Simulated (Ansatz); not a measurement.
`[CH2]1[NH][SnH2]1`, relaxed with RKS PBE0-D4/def2-TZVP in Ansatz 0.2.0 from a PBE-D4/def2-SVP geometry. The force threshold is 0.005 eV/Å; the program also tests the step.

Total charge 0; spin multiplicity 1. Sn takes the def2 core potential.

Start:

```xyz
8

C     0.135    0.455   -1.067
N    -0.142    1.074    0.060
Sn    0.356   -1.402    0.651
H    -0.615    0.125   -1.821
H     1.193    0.415   -1.398
H    -1.167    1.107    0.210
H     1.428   -0.714    1.889
H    -1.188   -1.060    1.476
```

**Question.** How much energy does the relaxation release, and in how many steps? (Best estimate.)

**Answer.** Computed: 4.16 kJ/mol, in 8 steps, 1 of them rejected.

**Question.** Which bonds change most? (Best estimate.)

**Answer.** Computed: Sn3–H7 from 1.776 to 1.749 Å; Sn3–H8 from 1.783 to 1.758 Å; C1–N2 from 1.316 to 1.294 Å; C1–H4 from 1.114 to 1.093 Å.

**Question.** Give the relaxed structure. (Best estimate.)

**Answer.** Ansatz gave: 
```xyz
8

C     0.137    0.462   -1.070
N    -0.124    1.062    0.046
Sn    0.354   -1.396    0.654
H    -0.618    0.113   -1.780
H     1.173    0.423   -1.405
H    -1.128    1.098    0.224
H     1.384   -0.691    1.879
H    -1.178   -1.070    1.451
```
